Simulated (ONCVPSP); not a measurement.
# How hard is this silicon (Si) ONCV potential?

ONCVPSP 4.0.1 input, shortened (lines: element, Z, core and valence counts, functional; n l f; lmax; l rc ep ncon nbas qcut; lloc lpopt rc5 dvloc0; l nproj debl; icmod fcfact rcfact), revPBE, scalar-relativistic:

```
  Si 14.00    3    1  -102130      upf
    1    0    2.00
    2    0    2.00
    2    1    6.00
    3    0    2.00
    1
    0    1.55    0.00    4    8    3.40
    1    1.60    0.21    5    8    5.40
    4    5    1.40    2.00
    0    3    1.20
    1    2    2.40
    1    0.30    0.00
```

In the p channel the program set the typed energies aside and used 0.050, 2.450 Ha.

**Question.** For each optimised wave give the share of its norm inside rc, the residual kinetic energy above qcut (Ha) and the cutoffs (Ha) for errors of 10, 1, 0.1 and 0.01 mHa per electron.

**Answer.**

```csv
wave,norm inside rc,residual KE,10 mHa,1 mHa,0.1 mHa,0.01 mHa
3s,0.300,6.3e-03,5.2,14.5,56.5,70.0
s projector 2,0.103,1.0e-02,5.8,28.7,90.5,104.1
s projector 3,0.078,2.9e-02,7.1,31.7,121.5,140.4
p projector 1,0.116,1.6e-04,3.0,6.4,32.7,71.2
p projector 2,0.082,1.1e-02,16.9,83.3,100.2,110.4
```

The occupied waves need 15 Ha and 56 Ha for 1 and 0.1 mHa. Note: ghosts flagged at negative energy: s at -137.2 eV; GHOST(+) flags only above 600 eV. A true bound ghost makes a file unfit for plane-wave use.
